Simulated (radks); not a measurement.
Task: Spin polarisation of the 3p3 shell in the argon ion Ar3+. Start: [Ne] 3s2 3p(up 1.5, down 1.5); electrons of 3p are moved from spin down to spin up, other shells keep equal spins. Calculated with a radial shooting solver on a logarithmic mesh with Libxc functionals: scalar-relativistic Kohn-Sham, PBEsol, spin-polarised, spherical densities, finite nucleus; Fermi nuclear charge, rms radius of each element as measured or else 0.836 A^(1/3) + 0.57 fm. Estimate the energy gained and the exchange splitting at a moment of 3 Bohr magnetons.

Result: At moment 3 the spin-polarisation energy is -3.274 eV and the 3p exchange splitting 4.497 eV, that is 1.499 eV per Bohr magneton; E = -I m^2/4 would give I = 1.455 eV.
